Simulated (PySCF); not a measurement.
# Ionising SnO

B97-3; Sn aug-cc-pVDZ-PP with ECP28, O aug-cc-pVDZ; scalar-relativistic core potentials (PySCF 2.14). Neutral (UKS): singlet (closed shell), Re = 1.847 Å, ωe = 838 cm⁻¹, De = 5.33 eV, HOMO -7.69 eV, LUMO -2.21 eV.

SnO⁺ (UKS): doublet (π ↑), Re = 2.010 Å, ωe = 623 cm⁻¹, De = 3.16 eV to Sn⁺ + O. The energies at the minima are -289.54645 hartree for SnO and -289.20586 for SnO⁺.

Q: Work out the adiabatic ionisation energy, without and with harmonic zero-point energies (1 hartree = 27.2114 eV, 1 eV = 8065.5 cm⁻¹), and the change of the bond length.

A: At B97-3: 0.34059 hartree = 9.268 eV between the minima; the zero-point term (623.0 − 838.0)/2 cm⁻¹ = -0.013 eV makes it 9.255 eV. Re changes by +16.3 pm against the neutral. Minus the HOMO energy is 7.69 eV, -1.58 eV from the value between the minima; self-interaction puts the Kohn–Sham level too high, less so with exact exchange. The electron leaves a π orbital; in so polar a molecule the change of length follows mostly from the change of the ionic charges.

Spin–orbit coupling is left out, which matters for elements this heavy, above all for dissociation energies. For an ion De counts to the pair picked by the measured ionisation energies or electron affinities, which need not be the lowest pair at this level. States were picked by a PBE0 search and need not be the measured ground states.
